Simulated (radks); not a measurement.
The caesium anion Cs- inside a hard spherical wall (all orbitals vanish at R), configuration held at [Xe] 6s2 and not refilled when levels cross. Method: scalar-relativistic Kohn-Sham, r2SCAN, spin-polarised, spherical densities, finite nucleus; meta-GGA in the generalised Kohn-Sham scheme; Fermi nuclear charge, rms radius 4.8041 fm; computed with a radial shooting solver on a logarithmic mesh with Libxc functionals. Eigenvalues in eV for spin up, with the zero of energy where the potential of the charges vanishes at infinity; a dash marks a level that is unbound or too diffuse for the functional's potential to be trusted. A positive occupied level is held by the wall or, in an anion where self-interaction has pushed it up, behind a barrier. The pressure on the wall is -dE/dV.

| R (bohr) | E (hartree) | kinetic (hartree) | e(4d) | e(5s) | e(5p) | e(6s) | e(6p, empty) | e(5d, empty) | pressure (GPa) |
|---|---|---|---|---|---|---|---|---|---|
| 20 | -7787.6660 | 8205.025 | -72.377 | -24.230 | -10.645 | 0.683 | 1.504 | 2.134 | 0.00166 |
| 15 | -7787.6615 | 8205.046 | -71.956 | -23.811 | -10.230 | 0.952 | 1.952 | 2.709 | 0.0220 |
| 12 | -7787.6485 | 8205.094 | -71.256 | -23.119 | -9.548 | 1.446 | 2.719 | 3.485 | 0.128 |
| 8 | -7787.5490 | 8205.386 | -68.999 | -20.914 | -7.415 | 3.779 | 6.294 | 6.037 | 2.23 |
| 7 | -7787.4641 | 8205.628 | -67.934 | -19.910 | -6.471 | 5.384 | 8.724 | 7.330 | 5.54 |
| 3.5 | -7784.0580 | 8217.005 | -48.678 | -4.809 | 9.156 | 48.185 | 61.964 | 29.947 | 844 |
| 3 | -7780.7401 | 8227.359 | -37.811 | 4.670 | 20.227 | 80.167 | 98.007 | 45.479 | 2520 |
| 2.5 | -7773.0254 | 8250.206 | -20.400 | 23.843 | 43.012 | 143.49 | 167.16 | 76.261 | 8900 |
| 2 | -7752.1442 | 8310.236 | 11.739 | 72.052 | 99.265 | 285.52 | 317.69 | 146.53 | 40900 |
| 1.5 | -7680.2311 | 8507.003 | 90.323 | 232.51 | 276.28 | 671.07 | 713.85 | 342.71 | 282000 |
